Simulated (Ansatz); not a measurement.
The same path of ClGeH5OSi (9 atoms, charge 0, multiplicity 1) was run twice with different band settings. Lost on the way: Si2–H6. Made: O1–H6.

Method: RKS PBE0-D4/def2-mTZVP (Ansatz).

Relaxed end points:

```xyz
9
Properties=species:S:1:pos:R:3
O -1.812 0.239 0.984
Si -0.619 0.797 -0.003
Cl 0.414 2.351 0.915
Ge 0.980 -0.875 -0.555
H -1.554 -0.175 1.814
H -1.325 1.370 -1.170
H 0.306 -2.030 -1.317
H 1.596 -1.436 0.739
H 2.102 -0.287 -1.425
```

```xyz
9
Properties=species:S:1:pos:R:3
O -1.648 0.295 0.525
Si -0.477 1.091 -0.985
Cl 0.545 2.307 0.500
Ge 0.980 -0.853 -0.651
H -1.059 0.011 1.245
H -2.173 1.023 0.889
H 0.634 -2.080 -1.522
H 0.812 -1.309 0.832
H 2.474 -0.531 -0.851
```

Common settings: movable images 9; climbing image yes; spring 5.0 eV/Å²; optimiser quadratic models (default); force threshold 0.03 eV/Å; end points relaxed.

| run | start path | iteration limit |
| --- | --- | --- |
| 1 | through a guess of the saddle point | 36 |
| 2 | straight line | 31 |

(1) What does each run give, and how far can it be trusted?

## Answers

(1) Run 1: converged after 24 iterations, highest image 3.287 eV above the first end. The profile has 2 maxima (images 1, 6) with wells between them (image 3): this band takes more than one step, which may be the mechanism or a detour left from its start path. Neighbouring images differ by up to 1.8 eV, so the band resolves the path poorly. A vibrational analysis at the climbing image gives one clearly imaginary mode, 1570i cm⁻¹: a first-order saddle point.
Run 2: converged after 19 iterations, highest image 3.286 eV above the first end. The profile has 2 maxima (images 1, 6) with wells between them (image 3): this band takes more than one step, which may be the mechanism or a detour left from its start path. Neighbouring images differ by up to 1.7 eV, so the band resolves the path poorly. Another band between the same ends (9 images) ends at a top of the same energy, where a vibrational analysis finds 1 clearly imaginary mode.
The orbitals stay closed-shell, which can raise the energy where a bond breaks towards radicals; this wasn't checked here.
